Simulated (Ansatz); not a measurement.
Ideal-gas functions of FH4N3W, SMILES `[NH]=[W](=[NH])([NH2])[F]` at 400 K and 1 bar, from an Ansatz frequency run at PBE0-D4/def2-TZVP.

Molar mass 248.89 g/mol, point group Cs (symmetry number 1), electronic degeneracy 1, moments of inertia 141.89, 162.001, 164.829 u Å². Harmonic wavenumbers (cm⁻¹, unscaled): 195, 227, 236, 240, 281, 374, 444, 489, 588, 626, 661, 687, 714, 720, 992, 1039, 1552, 3591, 3663, 3666, 3692.

Use S(trans) = R[1.5 ln M + 2.5 ln T − 1.1517]; rotational temperatures θ = 24.2544 K / I; S(rot) = R[ln(√π/σ · √(T³/θAθBθC)) + 1.5]; for each mode x = 1.438777 ν̃/T, S = R[x/(eˣ − 1) − ln(1 − e⁻ˣ)] and H = RT x/(eˣ − 1); 1 cm⁻¹ = 0.0119627 kJ/mol; R = 8.31446 J/(mol·K).

Q: By hand: the entropy, in J/(mol·K).

A: Translation 183.8. Rotation: θ = 0.1709, 0.1497, 0.1471 K, giving 115.2. Vibration, mode by mode: 11.43, 10.23, 9.92, 9.79, 8.57, 6.45, 5.25, 4.61, 3.48, 3.13, 2.83, 2.63, 2.44, 2.40, 1.10, 0.96, 0.21, 0.00, 0.00, 0.00, 0.00, in all 85.4. Electronic 0.0. Sum 384.4 J/(mol·K).

Q: By hand: H − E and G − E in kJ/mol, counted from the electronic energy.

A: Zero-point energy ½ × 24677 × 0.0119627 = 147.6; thermal vibration 20.3; translation, rotation and pV give 4 RT = 13.3. H − E = 181.2 kJ/mol, and G − E = 181.2 − 400 × 384.4/1000 = 27.4 kJ/mol.

Vibration gives 22 % of the entropy. The sum counts one conformer and one mirror image; others add a mixing term.
